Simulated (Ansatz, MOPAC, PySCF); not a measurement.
Pair of molecules: HCl (SMILES Cl) (first 2 atoms) with CH3F (SMILES CF); geometry from B3LYP-D3(BJ)/def2-TZVP, rigid monomers moved along the line of their centres of mass till H2···F4 is 2.71 Å.
(charge 0, multiplicity 1):
```tsv
atom	x (Å)	y (Å)	z (Å)
Cl	0.1652	0.0521	-0.1361
H	0.2154	0.5086	1.0704
C	-0.5728	-0.5457	4.2968
F	-0.0334	0.6344	3.7647
H	0.1436	-0.9551	5.0075
H	-1.5098	-0.2966	4.7927
H	-0.7447	-1.2437	3.4783
```

Interaction energies are E(AB) − E(A) − E(B) at the monomers' geometry in the complex; basis-set methods are counterpoise corrected. Rows marked so take none.

Frozen-core correlation. CBS: X⁻³ extrapolation of the correlation energy, Hartree–Fock from the larger set. Rows in 3-21G, 6-311+G**, 6-31G* carry no dispersion term and start afresh at each structure (6-31G* with six Cartesian d functions). MP2/6-31G* freezes PySCF's default core. The state that AM1, PM3, PM6 reach isn't checked.

Programs: Ansatz (a quantum-chemistry and plane-wave program); MOPAC for AM1, PM3, PM6 (differences of heats of formation); PySCF for 3-21G rows, 6-311+G** rows, 6-31G* rows, the dispersion terms. Values without a source in brackets are computed.

Other levels give for the interaction energy: PBE/def2-TZVPPD -82.9; B3LYP/def2-TZVPPD -70.0; B3LYP-D3(BJ)/def2-TZVPPD -93.9; wB97M-V/def2-TZVPPD -92.2; CCSD(T)/CBS(aug-cc-pV(D+d)Z, aug-cc-pV(T+d)Z) -96.5 meV.

Common cheap choices:

| level | interaction energy (meV) | less -96.5 (CCSD(T)/CBS(aug-cc-pV(D+d)Z, aug-cc-pV(T+d)Z)) |
|---|---|---|
| AM1 | -54.3 | 42.2 |
| PM3 | -43.9 | 52.6 |
| PM6 | -37.2 | 59.3 |
| B3LYP/3-21G (no counterpoise) | -172.8 | -76.3 |
| B3LYP/6-31G* | -80.2 | 16.3 |
| B3LYP/6-31G* (no counterpoise) | -130.0 | -33.4 |
| B3LYP/6-311+G** (no counterpoise) | -90.7 | 5.9 |
| MP2/6-31G* | -86.5 | 10.0 |
